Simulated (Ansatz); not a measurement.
Pt₂₀ (started as a model of: Pt20 tetrahedron). Charge 0, multiplicity 1. Geometry PBE-D4/def2-SVP; atoms count from 1.

Cartesian coordinates in Å:
```
Pt -0.1139 4.7444 -0.6058
Pt -1.6087 2.6720 0.0053
Pt -3.0316 0.6028 0.4384
Pt -4.4027 -1.5475 1.0767
Pt 1.0299 2.8690 0.9103
Pt -0.5794 0.8228 1.5675
Pt -1.9276 -1.4888 1.9411
Pt 2.0201 0.9710 2.2627
Pt 0.4504 -1.2549 2.8158
Pt 2.9556 -1.1584 3.5886
Pt 0.5199 2.4918 -1.8067
Pt -1.1599 0.4138 -1.4038
Pt -2.4860 -1.8363 -0.7674
Pt 1.7150 0.6246 -0.3896
Pt 0.0242 -1.8479 0.2110
Pt 2.5812 -1.4358 1.0039
Pt 0.9561 0.2600 -2.9609
Pt -0.5647 -2.0028 -2.4079
Pt 2.0590 -1.8306 -1.4568
Pt 1.5633 -2.0694 -4.0224
```

In the def2 sets Pt takes a core potential; there is no spin–orbit coupling. Single mean-field runs in def2-TZVP are fitted with def2-universal-jkfit. The restricted singlet is unstable towards broken spin symmetry in Hartree–Fock (as tested in another run); at PBE0-D4/def2-TZVP this wasn't settled.

Question: Estimate the Mulliken populations from the PBE0/def2-TZVP orbitals of Ansatz.

Answer: 
```csv
atom,charge (e),d electrons
Pt1,0.49,9.04
Pt2,0.36,8.83
Pt3,0.36,8.83
Pt4,0.49,9.04
Pt5,0.40,8.87
Pt6,-1.59,8.91
Pt7,0.35,8.83
Pt8,0.39,8.87
Pt9,0.35,8.83
Pt10,0.49,9.03
Pt11,0.36,8.83
Pt12,-1.61,8.90
Pt13,0.39,8.87
Pt14,-1.60,8.91
Pt15,-1.58,8.91
Pt16,0.35,8.83
Pt17,0.36,8.83
Pt18,0.40,8.87
Pt19,0.35,8.83
Pt20,0.49,9.04
```
Mulliken values depend strongly on the basis.

Question: And the Mayer bond orders between heavy atoms (over 0.3, the first 40 of 51)?

Answer: Pt1–Pt2 0.45 (2.63 Å); Pt1–Pt5 0.43 (2.67 Å); Pt1–Pt11 0.44 (2.63 Å); Pt2–Pt3 0.49 (2.55 Å); Pt2–Pt6 0.39 (2.63 Å); Pt2–Pt12 0.34 (2.70 Å); Pt3–Pt4 0.45 (2.63 Å); Pt3–Pt6 0.34 (2.71 Å); Pt3–Pt7 0.30 (2.80 Å); Pt3–Pt12 0.38 (2.63 Å); Pt4–Pt7 0.45 (2.62 Å); Pt4–Pt13 0.43 (2.68 Å); Pt5–Pt6 0.34 (2.68 Å); Pt5–Pt8 0.56 (2.53 Å); Pt5–Pt14 0.34 (2.68 Å); Pt6–Pt7 0.34 (2.70 Å); Pt6–Pt8 0.32 (2.69 Å); Pt6–Pt9 0.38 (2.63 Å); Pt6–Pt12 0.49 (3.05 Å); Pt6–Pt14 0.54 (3.02 Å); Pt6–Pt15 0.49 (3.06 Å); Pt7–Pt9 0.50 (2.54 Å); Pt7–Pt15 0.39 (2.63 Å); Pt8–Pt10 0.43 (2.68 Å); Pt8–Pt14 0.32 (2.69 Å); Pt9–Pt10 0.45 (2.62 Å); Pt9–Pt15 0.34 (2.71 Å); Pt9–Pt16 0.31 (2.80 Å); Pt10–Pt16 0.45 (2.63 Å); Pt11–Pt12 0.34 (2.70 Å); Pt11–Pt14 0.39 (2.63 Å); Pt11–Pt17 0.49 (2.55 Å); Pt12–Pt13 0.33 (2.69 Å); Pt12–Pt14 0.50 (3.06 Å); Pt12–Pt15 0.54 (3.02 Å); Pt12–Pt17 0.38 (2.63 Å); Pt12–Pt18 0.33 (2.68 Å); Pt13–Pt15 0.33 (2.69 Å); Pt13–Pt18 0.56 (2.53 Å); Pt14–Pt15 0.49 (3.05 Å).
